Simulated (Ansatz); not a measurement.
`C[O][GeH2][C]#N` + `[Cl][SnH2][I]` → `C[O][GeH2][I]` + `N#[C][SnH2][Cl]`  (redistribution)

Isolated molecules relaxed with PBE0-D4/def2-TZVP in Ansatz; ΔE leaves out vibrations. CCSD(T)/CBS adds triple-zeta CCSD(T) − MP2 to the extrapolated MP2 energy (def2 sets, frozen cores). Functionals use def2-TZVPP. def2 core potentials past Kr. For Ge, I, Sn outer-core shells are correlated without core-valence functions, which leaves a few kJ/mol of doubt a bond. Scalar relativity is left out up to krypton. One conformer a species, not always the lowest.

| level | ΔE (kJ/mol) |
| --- | --- |
| BHLYP-D4 | 32.3 |
| ωB97M-V | 27.9 |
| PBE | 29.6 |
| HF/CBS(def2) | 33.9 |

**Question.** What does CCSD(T)/CBS give? (Best estimate.)

**Answer.** Ansatz gave: +32.0 kJ/mol. The listed levels differ from it by 0.3, -4.1, -2.4, 1.9 kJ/mol.

**Question.** What do rigid-rotor, harmonic-oscillator terms from PBE0-D4/def2-TZVP frequencies (298.15 K, 1 bar) make of the CCSD(T)/CBS value? (Estimate.)

**Answer.** Ansatz gave: ΔZPE = -1.3 kJ/mol, ΔH = +31.1 kJ/mol, ΔS = 7 J/(mol·K), ΔG = +28.9 kJ/mol. Modes under 50 cm⁻¹ make the entropy rough.

Largest T1 diagnostic among the species: 0.013.

In def2-TZVPP, CCSD(T) changes the Hartree–Fock value by −8.5 kJ/mol (the triples alone add −1.2 kJ/mol) and MP2 by −6.7 kJ/mol. Leaving LDA and LC-ωPBE aside and taking each functional with its dispersion term where it has one, the values spread over 4.4 kJ/mol, from ωB97M-V to BHLYP-D4.
